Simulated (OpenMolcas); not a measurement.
Co²⁺: effect of the IPEA shift

```yaml
Program: OpenMolcas 26.06
Basis: ANO-RCC-VTZP [6s5p3d2f1g]
Scalar_Hamiltonian: DKH2, point nucleus
Active_space: 7 electrons in 5 orbitals (3d)
State_averaging: 2S+1 = 4 even, 10 roots; 2S+1 = 2 even, 40 roots
Spin-orbit_coupling: RASSI with atomic mean-field integrals over the reference wave functions, term energies averaged over their components
```

Methods on the same reference wave functions:
A. CASSCF
B. MS-CASPT2, IPEA 0 Eh, imaginary shift 0.1 Eh (closed shells correlated: 3s 3p)
C. MS-CASPT2, IPEA 0.25 Eh, imaginary shift 0.1 Eh (closed shells correlated: 3s 3p)

Energies in cm-1 above 3d7 4F 9/2, the measured ground level; measured values from Sugar and Corliss, J. Phys. Chem. Ref. Data 10, 1097 (1981).

| Level | A | B | C | Measured |
| --- | --- | --- | --- | --- |
| 3d7 4F 9/2 | 0.0 | 0.0 | 0.0 | 0.0 |
| 3d7 4F 7/2 | 853 | 858 | 857 | 841 |
| 3d7 4F 5/2 | 1482 | 1484 | 1483 | 1451 |
| 3d7 4F 3/2 | 1915 | 1910 | 1910 | 1867 |
| 3d7 2G 9/2 | 19015 | 15780 | 16380 | 16978 |
| 3d7 4P 5/2 | 19076 | 15190 | 15530 | 15202 |
| 3d7 4P 3/2 | 19369 | 15380 | 15730 | 15428 |
| 3d7 4P 1/2 | 19765 | 15840 | 16180 | 15811 |
| 3d7 2G 7/2 | 19825 | 16580 | 17190 | 17766 |
| 3d7 2P 3/2 | 25149 | 19240 | 19750 | 20195 |
| 3d7 2H 11/2 | 25283 | 22130 | 22640 | 22720 |
| 3d7 2P 1/2 | 25996 | 19950 | 20440 |  |
| 3d7 2H 9/2 | 25998 | 22840 | 23350 | 23434 |
| 3d7 2D 5/2(1) | 27374 | 22110 | 22760 | 23059 |
| 3d7 2D 3/2(1) | 28633 | 23290 | 23950 | 24237 |
| 3d7 2F 5/2 | 43769 | 36140 | 36850 | 37021 |
| 3d7 2F 7/2 | 44124 | 36500 | 37200 | 37316 |
| 3d7 2D 3/2(2) | 68282 | 57840 | 58190 |  |
| 3d7 2D 5/2(2) | 68692 | 58250 | 58630 |  |

Deviations, from unrounded energies. A percentage is the sum of absolute deviations over the sum of measured energies, with the sign that they share, or ± where signs differ.

| Against measurement | Levels | A | B | C |
| --- | --- | --- | --- | --- |
| mean absolute deviation (cm-1) | 15 | 3200 | 550 | 250 |
| fine structure of the ground term (%) | 3 | +2.2 | +2.2 | +2.2 |
| other terms of the ground configuration (%) | 12 | +17.9 | ±3.0 | ±1.4 |

C lies closest to measurement on these levels and A furthest from it. The largest miss of C in the table is 3d7 2G 9/2, by -590 cm-1. The ranking rests on the paired levels alone, and a cruder setting can come out closer through cancelling errors.

Between B and C the level of the table that moves most is 3d7 2F 5/2, by 710 cm-1 (lowest in B, highest in C). Moves below CASPT2's spread within the term are not significant.

The mean deviations of B to C differ by less than CASPT2's widest spread within a term (1200 cm-1), so their order carries little weight.

From A to B the spin-free energies of the other terms of 3d7 shown, above 4F, scale by factors of 0.75 to 0.87, as is usual when dynamic correlation screens the repulsion within a d or f shell.

The lowest spin-free term lies below A's lowest term by 0.504 hartree in B, 0.495 hartree in C.

CASPT2 does not keep the components of a term degenerate, so their means are used; among the terms shown or strongly mixed into the levels shown the widest spread is 1200 cm-1 (3d7 4F, B). The CASPT2 spread within a term exceeds the gap to the next term for 3d7 2D(1) and 3d7 2H, so the order of their levels is uncertain (figures for B; the like holds for C). Without dynamic correlation excited terms often stand tens of per cent too high (terms of higher spin than the ground term too low), and those without a measured partner can miss by more than the paired ones (holds for A). Measured partners are found by configuration, term and J. A level has none where our copy of the source lacks it or the pairing is in doubt (some pairs that miss far off the trend of their configuration count as doubtful), and it then counts in no deviation. Levels of configurations outside the active space are missing.

A number in round brackets counts repeated terms of one configuration in the order of the reference energies.
